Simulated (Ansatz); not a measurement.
The O2–H3 bond of H2O2Pb (SMILES [OH][Pb][OH]) is stretched (multiplicity 1, the rest rigid).
Geometry at rest (charge 0, multiplicity 1):
```xyz
5

Pb     0.058    -0.142     0.224
O      1.146     1.309    -0.813
H      0.646     1.619    -1.580
O     -1.533     0.013    -1.159
H     -2.292    -0.558    -0.997
```

Frozen-core correlation. Filled d and f shells under p-block atoms count as core.

Codes used: Ansatz (an electronic-structure program).  In def2 rows elements past Kr take small-core potentials, without spin–orbit coupling.

Energies above the point at 0.966 Å (the B3LYP-D3(BJ) bond length), FIC-MRCISD+Q on CASSCF(4,3)/def2-TZVPP (kcal/mol): 6.14 at 0.870 Å; 4.97 at 1.063 Å; 120.79 at 3.093 Å.

Take the last value as the depth D of a Morse curve D(1 − e^(−a(R − R₀)))², fit a and R₀ to the two near points, and test it at 1.305 and 1.691 Å.


With D = 120.8, both near points (counted from the curve's value at 0.966 Å) are met by a = 2.23 Å⁻¹ and R₀ = 0.961 Å, so k = 2Da² = 1206 kcal/(mol Å²). The curve then gives 34.7 and 78.1 kcal/mol; the level itself gives 34.8 and 81.6, so Morse is off by -0.1 and -3.5.

Doubts at one or more of the structures used: active orbitals that take no part (FIC-MRCISD+Q on CASSCF(4,3)/def2-TZVPP).
